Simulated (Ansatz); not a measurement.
F₂H₄OSSi₂ (`O[SiH2]S[SiH](F)F`) at its PBE0-D4/def2-TZVP geometry, where that method's forces vanish. Charge 0, multiplicity 1.

```xyz
10

O     1.7790   -0.4338   -1.2211
Si    0.4806   -1.2145   -0.6008
S    -0.0155   -0.5583    1.3838
Si   -1.0081    1.2164    0.8381
F    -2.5585    0.9559    0.6431
F    -0.8706    2.2376    2.0402
H     2.5962   -0.4400   -0.7196
H    -0.6282   -0.9260   -1.5340
H     0.7162   -2.6675   -0.4344
H    -0.4911    1.8302   -0.3954
```

Task: What forces (eV/Å) does B3LYP-D4/def2-TZVPP give on these atoms in Ansatz? (An estimate is asked.)

Result: Ansatz gave: 
```
O1   0.102  0.048 -0.025
Si2 -0.142 -0.277 -0.151
S3   0.031 -0.065  0.142
Si4  0.124  0.116 -0.187
F5  -0.213 -0.032 -0.036
F6   0.018  0.152  0.162
H7   0.054  0.029 -0.021
H8   0.083 -0.030  0.060
H9  -0.016  0.092 -0.029
H10 -0.042 -0.033  0.086
```

B3LYP here is the variant with VWN-RPA as its local correlation; programs differ in this.
